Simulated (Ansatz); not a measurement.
The cluster Al₈Sb₉⁻, relaxed as a singlet with RKS PBE-D4/def2-SVP in Ansatz, starting from the GFN1-xTB geometry. Force threshold 0.03 eV/Å.

In the def2 sets Sb takes a core potential; there is no spin–orbit coupling. The structure comes from a short search, and lower isomers may exist.

Start:

```xyz
17

Al   -0.9737   -4.7879   -2.4854
Al    2.3074    0.7570    3.5311
Al   -2.3263   -2.6630   -6.2146
Al    0.4824   -0.8744    2.7840
Al    0.3713   -3.9784    0.9154
Al    0.2771    2.8449   -0.7822
Al   -0.9666    2.4739    2.8450
Al    1.6349    5.7952    3.4513
Sb   -0.0649    4.7493    1.6102
Sb   -0.1907    0.6917    0.7291
Sb    1.3641    3.2010    4.2700
Sb   -1.8060   -4.7400   -4.8451
Sb    1.9514   -3.0134    2.6144
Sb    1.7261    2.5954    1.5334
Sb   -0.1873   -6.0479   -0.4106
Sb   -0.5024    5.2624   -1.0363
Sb   -3.0966   -2.2657   -8.5097
```

(1) Estimate the energy that the relaxation releases and the steps that it takes.

(2) Does the start keep its bonding and symmetry?

(3) Predict the relaxed structure.

Answers

(1) 212.2 kcal/mol, in 67 steps; 6.2 min on 2 threads of AMD EPYC 7R13 on a shared host and a share (18 GiB) of an NVIDIA H100 80GB HBM3. The force fell under the threshold at step 64, but the optimiser went on and released 0.005 eV more. No frequencies were taken in this run, so the end may be a saddle point.

(2) Bonds lost: Sb10–Sb14, Sb11–Sb14 (atoms count from 1). Bonds formed: Al1–Sb17, Al3–Sb13, Al5–Sb12, Al6–Sb17, Al8–Sb14, Sb10–Sb15 (atoms count from 1).

(3) 
```csv
atom,x (Å),y (Å),z (Å)
Al1,-1.808,-2.277,-2.405
Al2,1.996,0.803,2.666
Al3,1.046,-2.314,-2.496
Al4,1.252,-1.103,1.142
Al5,-0.331,-3.842,-0.488
Al6,-0.689,1.240,-1.379
Al7,-0.659,1.942,2.318
Al8,2.035,4.089,2.461
Sb9,-0.852,4.223,0.925
Sb10,-1.246,-0.293,0.800
Sb11,0.864,2.353,4.475
Sb12,-0.484,-4.494,-3.083
Sb13,2.261,-3.118,-0.205
Sb14,1.451,2.169,0.342
Sb15,-2.701,-2.720,0.103
Sb16,-1.750,3.643,-1.641
Sb17,-0.386,-0.302,-3.535
```
Bond lengths (bridged metal pairs left out): 23 × Al–Sb 2.63 to 2.92 Å; 3 × Sb–Sb 2.78 to 3.14 Å; 1 × Al–Al 2.55 Å.
